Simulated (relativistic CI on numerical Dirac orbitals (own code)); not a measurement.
# Electric-dipole transitions in Ag³⁶⁺

Computed by Dirac-Coulomb-Breit CI, orbitals from a KLI potential per configuration, a model potential for QED, unscaled Slater integrals (own radial code, finite nucleus).

Configurations in the expansion (outside the closed core [Ne]): 3s, 3p, 3d, 4s, 4p, 4d, 4f, 5s, 5p, 5d, 5f, 5g, 6s, 6p, 6d. Levels of other configurations are missing.

| λ vac (Å) | Lower | Upper | A (s⁻¹) | E lower (10³ cm⁻¹) | E upper (10³ cm⁻¹) |
| --- | --- | --- | --- | --- | --- |
| 7.2167 | 3p 2P°_3/2 [3] | 6d 2D_5/2 [26] | 4.15e+12 | 1029.1 | 14885.9 |
| 8.1154 | 3p 2P°_1/2 [2] | 5d 2D_3/2 [16] | 5.93e+12 | 664.4 | 12986.7 |
| 8.3505 | 3p 2P°_3/2 [3] | 5d 2D_5/2 [17] | 7.07e+12 | 1029.1 | 13004.4 |
| 8.9286 | 3d 2D_3/2 [4] | 5f 2F°_5/2 [18] | 9.38e+12 | 1887.9 | 13087.9 |
| 8.9855 | 3d 2D_5/2 [5] | 5f 2F°_7/2 [19] | 9.89e+12 | 1966.2 | 13095.2 |
| 10.908 | 3s 2S_1/2 [1] | 4p 2P°_3/2 [8] | 5.14e+12 | 0.0 | 9167.6 |
| 11.086 | 3s 2S_1/2 [1] | 4p 2P°_1/2 [7] | 6.14e+12 | 0.0 | 9020.0 |
| 11.329 | 3p 2P°_1/2 [2] | 4d 2D_3/2 [9] | 1.07e+13 | 664.4 | 9491.4 |
| 11.769 | 3p 2P°_3/2 [3] | 4d 2D_5/2 [10] | 1.32e+13 | 1029.1 | 9525.6 |
| 11.817 | 3p 2P°_3/2 [3] | 4d 2D_3/2 [9] | 2.24e+12 | 1029.1 | 9491.4 |
| 12.810 | 3d 2D_3/2 [4] | 4f 2F°_5/2 [11] | 2.59e+13 | 1887.9 | 9694.3 |
| 12.916 | 3d 2D_5/2 [5] | 4f 2F°_7/2 [12] | 2.75e+13 | 1966.2 | 9708.6 |
| 12.940 | 3d 2D_5/2 [5] | 4f 2F°_5/2 [11] | 1.83e+12 | 1966.2 | 9694.3 |
| 12.958 | 3p 2P°_3/2 [3] | 4s 2S_1/2 [6] | 4.60e+12 | 1029.1 | 8746.3 |
| 17.488 | 4p 2P°_3/2 [8] | 6d 2D_5/2 [26] | 1.60e+12 | 9167.6 | 14885.9 |
| 24.496 | 4s 2S_1/2 [6] | 5p 2P°_3/2 [15] | 1.11e+12 | 8746.3 | 12828.6 |
| 24.948 | 4s 2S_1/2 [6] | 5p 2P°_1/2 [14] | 1.34e+12 | 8746.3 | 12754.6 |
| 25.210 | 4p 2P°_1/2 [7] | 5d 2D_3/2 [16] | 1.97e+12 | 9020.0 | 12986.7 |
| 26.063 | 4p 2P°_3/2 [8] | 5d 2D_5/2 [17] | 2.51e+12 | 9167.6 | 13004.4 |
| 27.805 | 4d 2D_3/2 [9] | 5f 2F°_5/2 [18] | 4.50e+12 | 9491.4 | 13087.9 |
| 28.014 | 4d 2D_5/2 [10] | 5f 2F°_7/2 [19] | 4.81e+12 | 9525.6 | 13095.2 |
| 28.990 | 4p 2P°_3/2 [8] | 5s 2S_1/2 [13] | 1.53e+12 | 9167.6 | 12617.1 |
| 29.312 | 4f 2F°_5/2 [11] | 5g 2G_7/2 [20] | 7.76e+12 | 9694.3 | 13105.9 |
| 29.397 | 4f 2F°_7/2 [12] | 5g 2G_9/2 [21] | 8.01e+12 | 9708.6 | 13110.3 |
| 30.275 | 4d 2D_5/2 [10] | 5p 2P°_3/2 [15] | 5.87e+11 | 9525.6 | 12828.6 |
| 46.098 | 5s 2S_1/2 [13] | 6p 2P°_3/2 [24] | 3.42e+11 | 12617.1 | 14786.4 |
| 47.150 | 5p 2P°_1/2 [14] | 6d 2D_3/2 [25] | 5.46e+11 | 12754.6 | 14875.6 |
| 48.609 | 5p 2P°_3/2 [15] | 6d 2D_5/2 [26] | 7.10e+11 | 12828.6 | 14885.9 |
| 54.434 | 5p 2P°_3/2 [15] | 6s 2S_1/2 [22] | 6.11e+11 | 12828.6 | 14665.7 |
| 56.116 | 5d 2D_5/2 [17] | 6p 2P°_3/2 [24] | 2.84e+11 | 13004.4 | 14786.4 |
| 81.732 | 3p 2P°_1/2 [2] | 3d 2D_3/2 [4] | 8.67e+10 | 664.4 | 1887.9 |
| 97.175 | 3s 2S_1/2 [1] | 3p 2P°_3/2 [3] | 7.21e+10 | 0.0 | 1029.1 |
| 106.71 | 3p 2P°_3/2 [3] | 3d 2D_5/2 [5] | 4.71e+10 | 1029.1 | 1966.2 |
| 212.15 | 4p 2P°_1/2 [7] | 4d 2D_3/2 [9] | 2.13e+10 | 9020.0 | 9491.4 |
| 237.36 | 4s 2S_1/2 [6] | 4p 2P°_3/2 [8] | 1.73e+10 | 8746.3 | 9167.6 |
| 279.34 | 4p 2P°_3/2 [8] | 4d 2D_5/2 [10] | 1.13e+10 | 9167.6 | 9525.6 |
| 430.95 | 5p 2P°_1/2 [14] | 5d 2D_3/2 [16] | 7.00e+09 | 12754.6 | 12986.7 |
| 472.83 | 5s 2S_1/2 [13] | 5p 2P°_3/2 [15] | 5.61e+09 | 12617.1 | 12828.6 |
| 546.61 | 4d 2D_5/2 [10] | 4f 2F°_7/2 [12] | 9.96e+08 | 9525.6 | 9708.6 |
| 568.86 | 5p 2P°_3/2 [15] | 5d 2D_5/2 [17] | 3.68e+09 | 12828.6 | 13004.4 |
| 761.24 | 6p 2P°_1/2 [23] | 6d 2D_3/2 [25] | 2.79e+09 | 14744.2 | 14875.6 |
| 828.34 | 6s 2S_1/2 [22] | 6p 2P°_3/2 [24] | 2.23e+09 | 14665.7 | 14786.4 |
| 988.14 | 5d 2D_3/2 [16] | 5f 2F°_5/2 [18] | 5.57e+08 | 12986.7 | 13087.9 |
| 1005.8 | 6p 2P°_3/2 [24] | 6d 2D_5/2 [26] | 1.47e+09 | 14786.4 | 14885.9 |
| 1101.3 | 5d 2D_5/2 [17] | 5f 2F°_7/2 [19] | 4.32e+08 | 13004.4 | 13095.2 |

Terms are leading LS components. Brackets give the number of a level in order of energy, since labels repeat. The list gives strong lines, with weight on those to low levels, without lines whose two gauges differ by over a factor of 2.5. Levels whose partners in the same complex of configurations lie outside the list can be far off, and so can their lines. Rates are taken at the computed energies, electric ones in the length gauge.

At this charge energies of transitions that change n are usually good to better than 1 %, and those within a shell (Δn = 0) to a few per cent.

(1) From the table, what is the radiative lifetime of 6d 2D_5/2?

Answers

(1) The listed rates from this level add up to about 6.46e+12 s⁻¹, 97 % of its decay; with all channels τ = 1.51e-13 s.
